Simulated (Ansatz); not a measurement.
Reactions of CH7NSn (`C[NH][SnH3]`).

Calculated with Ansatz (gas phase, PBE0-D4/def2-TZVP geometries, no zero-point term in ΔE). CBS: MP2 limit from def2 TZ/QZ plus the TZ coupled-cluster correction, frozen cores. This one scheme is used for every species, atoms too. Open shells (•) are unrestricted, without spin–orbit coupling. Spin–orbit coupling would lower the free atoms: a little for C; strongly for Sn. Elements past krypton have def2 core potentials. For Sn outer-core shells are correlated without core-valence functions, so the limit isn't a true one: a few kJ/mol of doubt a bond, and 10 to 20 or more in all where bonds break to atoms. One conformer a species, not always the lowest.

**Question.** Order these by ΔE at CCSD(T)/CBS, lowest first. (Estimate.)
A. `C[NH][SnH3]` → C• + 7 H• + N• + Sn•
B. `C[NH][SnH3]` + `CCCl` → `C[CH](Cl)[SnH3]` + CH₃NH₂
C. `C[NH][SnH3]` + `N=CS` → `N=C[S][SnH3]` + CH₃NH₂
D. `C[NH][SnH3]` → `[SnH4]` + `C=N`

**Answer.** C (-69.7 kJ/mol), B (+16.0 kJ/mol), D (+114.5 kJ/mol), A (+3054.6 kJ/mol).

Largest T1 diagnostic: 0.015, for `N=C[S][SnH3]`.
